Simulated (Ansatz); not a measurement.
Cartesian coordinates (Å):
```xyz
10

B     -1.0941     0.1056     0.0202
O      0.0067    -0.1384     1.0881
B      1.0941    -0.1055    -0.0201
O     -0.0067     0.1383    -1.0880
H     -1.8183    -0.8593    -0.0779
H     -1.6162     1.1909     0.1413
H     -0.0691    -1.0037     1.5062
H      1.8181     0.8595     0.0780
H      1.6165    -1.1907    -0.1412
H      0.0691     1.0034    -1.5065
```
Charge 0, multiplicity 1.

The numbers are results of frozen-core CCSD(T)/def2-TZVPP // CAM-B3LYP-D3(BJ)/def2-SVP (Ansatz, a first-principles code), not measurements.

| Quantity | Result |
|---|---|
| HF energy | -202.74100 Ha |
| MP2 correlation energy | -0.72286 Ha |

### Question
Estimate the CCSD correlation energy, the (T) correction, the total energy and the T1 diagnostic.

### Answer

```
Property                         Value
-----------------------  -------------
CCSD correlation energy    -0.75353 Ha
(T) correction             -0.02577 Ha
CCSD(T) total energy     -203.52030 Ha
T1 diagnostic                    0.010
```
